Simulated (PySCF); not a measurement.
A mixed set of molecules. Method: TDDFT CAM-B3LYP/def2-SVPD, vertical, gas phase, core orbitals frozen in the response (PySCF). Geometries: PBE0-D3(BJ)/def2-SVP; one conformer of each isolated species. Triplets are in the Tamm–Dancoff approximation.

Problem. Rank by computed lowest singlet excitation energy, highest first.
A. `C=C[C@@H]1CC(=C)[C@@H]1C(F)(F)F`
B. `O=C[C@H]1COCC[SiH2]1`
C. `C=C/C=C/OC(C)=O`
D. `C(=C)OC(/C=C/C)=O`

Solution. A (6.86 eV), C (5.40 eV), D (5.20 eV), B (4.18 eV).

| SMILES | S1 (eV) | first f ≥ 0.01 (nm) | HOMO (eV) | α (au) | f (S1) | S1 mainly |
| --- | --- | --- | --- | --- | --- | --- |
| C=C[C@@H]1CC(=C)[C@@H]1C(F)(F)F | 6.86 | 181 | -8.98 | 97.1 | 0.436 | H→L (52%) |
| C=C/C=C/OC(C)=O | 5.40 | 230 | -7.75 | 91.7 | 0.930 | H→L (97%) |
| C=COC(=O)/C=C/C | 5.20 | 219 | -8.58 | 87.7 | 0.000 | H-2→L (93%) |
| O=C[C@H]1COCC[SiH2]1 | 4.18 | 189 | -8.70 | 89.3 | 0.001 | H→L (87%) |

H and L stand for HOMO and LUMO.
